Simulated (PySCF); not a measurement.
Atoms are numbered as in `[Cl:1][CH2:2][C:3]1=[CH:4][C:5]2([CH:6]=[CH:7]1)[CH2:8][CH2:9]2` (H(Xn): hydrogen on atom n).

Geometry: PBE0-D3(BJ)/def2-SVP; GIAO shifts from PySCF, gas phase, non-relativistic, averaged over equivalent atoms.

At PBE0/pcSseg-1 (205 basis functions, 29 s wall time on 1 thread of an Arm Neoverse V2, shared host):
```
        atoms  δ (ppm)
          Cl1    120.5
           C6    149.1
           C3    148.2
           C4    144.6
           C7    138.3
           C2     47.1
           C5     38.9
        C8/C9     15.7
        H(C7)     6.79
        H(C6)     6.26
        H(C4)     6.05
        H(C2)     4.24
Hb(C8)/Hb(C9)     1.52
Ha(C8)/Ha(C9)     1.49
```

δ = σ(ref) − σ, references computed at the same level: $^{35}$Cl (σ = 943.27 ppm) vs HCl; TMS for $^{13}$C (σ = 184.41 ppm), $^{1}$H (σ = 31.27 ppm).

Task: Estimate the result of repeating the calculation with B3LYP/pcSseg-1.

Result: 
```tsv
atoms	δ at B3LYP/pcSseg-1	change
Cl1	128.3	+7.8
C6	149.7	+0.6
C3	150.0	+1.8
C4	144.9	+0.3
C7	138.6	+0.3
C2	48.5	+1.4
C5	39.6	+0.7
C8/C9	15.7	+0.0
H(C7)	6.68	-0.11
H(C6)	6.14	-0.12
H(C4)	5.93	-0.12
H(C2)	4.25	+0.01
Hb(C8)/Hb(C9)	1.48	-0.04
Ha(C8)/Ha(C9)	1.46	-0.03
```

δ = σ(ref) − σ, references computed at the same level: $^{35}$Cl (930.46 ppm) against HCl; $^{13}$C (179.24 ppm) and $^{1}$H (31.38 ppm) vs TMS.

The largest change is at Cl1 (chlorine bonded to C). Cost: 205 basis functions, 25 s wall time on 1 thread of an Arm Neoverse V2, shared host. The order of the carbon signals changes between the two levels.

Carbons that carry Cl, above all several Cl atoms, come out too deshielded, partly because spin–orbit coupling is missing.
